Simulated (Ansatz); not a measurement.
Relaxation of a periodic cell of 63 atoms, Si$_{62}$As (host Si, host structure diamond, dopant As, one Si atom removed), cell charge +1, to a largest force component of 0.03 eV/Å in at most 60 steps.

Level of theory: DFT PBE-D3(BJ), scalar-relativistic, plane waves, PAW (Ansatz). Settings: PAW set soft_1, cutoff 420 eV, k mesh 1x1x1, gaussian smearing 0.05 eV, no spin polarisation.

```xyz
63
Lattice="10.8600 0.0000 0.0000 0.0000 10.8600 0.0000 0.0000 0.0000 10.8600" Properties=species:S:1:pos:R:3:forces:R:3
Si 5.427 0.003 0.023 0.68 -0.34 -0.29
Si 6.797 1.372 1.370 -0.24 -0.21 0.18
Si 8.146 2.711 0.011 0.24 -0.26 -0.13
Si 9.515 4.086 1.326 -0.10 0.00 0.29
Si 8.134 -0.060 2.684 0.19 1.02 0.51
Si 9.492 1.390 4.106 0.18 -1.00 -0.72
Si -0.009 -0.009 -0.019 0.19 0.04 0.07
Si 1.304 1.405 1.325 0.40 -0.91 0.76
Si 2.701 2.678 -0.005 0.37 0.29 -0.29
Si 4.081 4.052 1.334 -0.19 0.36 0.12
Si 5.476 5.405 -0.010 -0.91 0.79 0.39
Si 6.797 6.771 1.389 -0.14 0.02 -0.01
Si 8.130 8.153 0.020 0.26 -0.57 -0.20
Si 9.482 9.532 1.335 0.58 -0.66 0.21
Si 2.736 -0.042 2.785 -0.39 0.47 -1.21
Si 4.061 1.374 4.066 0.44 -0.13 0.34
Si 5.422 2.734 2.723 0.12 -0.63 -0.60
As 6.763 4.091 4.080 -0.27 0.76 0.85
Si 8.183 5.422 2.722 0.18 -0.03 -0.36
Si 9.535 6.796 4.088 -0.16 -0.65 -0.17
Si 5.478 0.034 5.428 -0.50 -0.47 0.01
Si 6.774 1.398 6.787 0.68 -0.38 -0.14
Si 8.188 2.718 5.414 -0.45 -0.07 0.38
Si 9.508 4.068 6.787 0.05 0.36 -0.17
Si 8.158 -0.051 8.124 -0.63 0.64 0.24
Si 9.505 1.336 9.479 -0.22 0.13 0.12
Si 0.002 5.438 -0.012 0.36 -0.38 -0.06
Si 1.379 6.797 1.336 -0.22 -0.31 0.29
Si 2.721 8.088 -0.005 -0.29 0.97 0.55
Si 4.060 9.485 1.320 -0.34 0.11 0.65
Si -0.033 2.714 2.710 0.15 0.32 0.07
Si 1.344 4.093 4.077 0.05 -0.32 -0.46
Si 2.715 5.429 2.723 0.42 -0.39 -0.19
Si 4.111 6.761 4.049 -0.82 0.35 0.87
Si 5.417 8.131 2.735 0.59 0.03 -0.13
Si 6.836 9.487 4.082 -0.61 -0.01 -0.06
Si 0.028 -0.047 5.387 -0.63 0.69 0.49
Si 1.347 1.382 6.754 -0.09 -0.25 0.57
Si 2.694 2.718 5.396 0.45 0.44 0.11
Si 4.074 4.087 6.803 -0.36 0.17 0.02
Si 6.820 6.808 6.806 -0.31 -0.06 0.13
Si 8.163 8.094 5.401 -0.28 0.21 0.14
Si 9.466 9.509 6.777 0.53 -0.28 -0.18
Si 2.754 0.055 8.131 -0.39 -0.62 0.17
Si 4.120 1.339 9.510 -0.68 0.33 0.02
Si 5.441 2.703 8.123 0.13 0.68 0.32
Si 6.772 4.060 9.568 0.57 -0.12 -1.25
Si 8.179 5.450 8.143 -0.75 -0.83 -0.02
Si 9.510 6.759 9.501 -0.12 1.03 0.23
Si 0.019 8.074 2.712 -0.13 1.09 -0.31
Si 1.344 9.503 4.088 0.21 -0.70 -0.54
Si 0.010 5.419 5.403 0.02 0.33 0.81
Si 1.308 6.827 6.848 0.65 -0.83 -0.75
Si 2.693 8.163 5.457 0.57 -0.73 -0.03
Si 4.087 9.476 6.823 -0.09 0.91 -0.73
Si -0.005 2.735 8.159 0.04 -0.37 -0.40
Si 1.354 4.067 9.491 0.05 -0.11 0.48
Si 2.717 5.434 8.205 0.12 0.32 -0.73
Si 4.027 6.851 9.539 1.39 -1.12 -0.65
Si 5.442 8.172 8.126 -0.26 -0.87 0.15
Si 6.782 9.447 9.498 0.12 0.81 0.28
Si -0.029 8.141 8.115 -0.20 0.53 0.84
Si 1.381 9.473 9.552 -0.18 0.41 -0.87
```

Q: Where does it end, and by what steps?

A: The run converged. Limits of this set-up: coarse k mesh, no spin, though dangling bonds at a vacancy may carry it, charged cell in a uniform background, uncorrected. After 3 steps the energy has fallen by 1.256 eV; As18 moved furthest, 0.22 Å.

```csv
step,energy less start (eV),largest force component (eV/Å),accepted
0,0.0000,1.387,yes
1,-1.1764,0.330,yes
2,-1.2469,0.112,yes
3,-1.2561,0.017,yes
```

```xyz
63
Lattice="10.8600 0.0000 0.0000 0.0000 10.8600 0.0000 0.0000 0.0000 10.8600" Properties=species:S:1:pos:R:3
Si 5.443 -0.010 -0.006
Si 6.812 1.347 1.351
Si 8.161 2.698 -0.014
Si 9.513 4.048 1.349
Si 8.160 -0.018 2.704
Si 9.513 1.345 4.052
Si 0.010 -0.008 -0.005
Si 1.370 1.350 1.354
Si 2.731 2.720 0.005
Si 4.105 4.068 1.369
Si 5.439 5.423 -0.006
Si 6.792 6.756 1.371
Si 8.140 8.128 0.006
Si 9.511 9.490 1.352
Si 2.731 0.002 2.725
Si 4.106 1.368 4.071
Si 5.479 2.708 2.711
As 6.648 4.216 4.218
Si 8.154 5.382 2.710
Si 9.494 6.755 4.071
Si 5.439 -0.009 5.426
Si 6.791 1.369 6.761
Si 8.153 2.707 5.386
Si 9.494 4.068 6.758
Si 8.139 0.003 8.133
Si 9.512 1.349 9.493
Si 0.011 5.417 -0.006
Si 1.369 6.790 1.381
Si 2.716 8.144 0.016
Si 4.071 9.491 1.380
Si 0.016 2.700 2.705
Si 1.363 4.062 4.067
Si 2.760 5.408 2.750
Si 4.076 6.779 4.144
Si 5.449 8.098 2.753
Si 6.796 9.496 4.068
Si 0.010 -0.010 5.422
Si 1.370 1.378 6.792
Si 2.763 2.749 5.414
Si 4.083 4.149 6.779
Si 6.720 6.780 6.786
Si 8.112 8.097 5.413
Si 9.482 9.491 6.792
Si 2.716 0.012 8.147
Si 4.071 1.377 9.494
Si 5.447 2.751 8.102
Si 6.797 4.063 9.500
Si 8.113 5.409 8.103
Si 9.483 6.789 9.496
Si -0.002 8.131 2.724
Si 1.364 9.497 4.068
Si 0.010 5.423 5.426
Si 1.338 6.792 6.797
Si 2.719 8.139 5.457
Si 4.069 9.520 6.794
Si -0.001 2.721 8.132
Si 1.364 4.063 9.500
Si 2.720 5.453 8.143
Si 4.070 6.791 9.523
Si 5.408 8.141 8.144
Si 6.797 9.497 9.501
Si -0.014 8.146 8.149
Si 1.359 9.501 9.505
```

Time of the run: 24 s on 4 threads of Arm Neoverse V2 (shared host), peak memory 1.1 GiB.
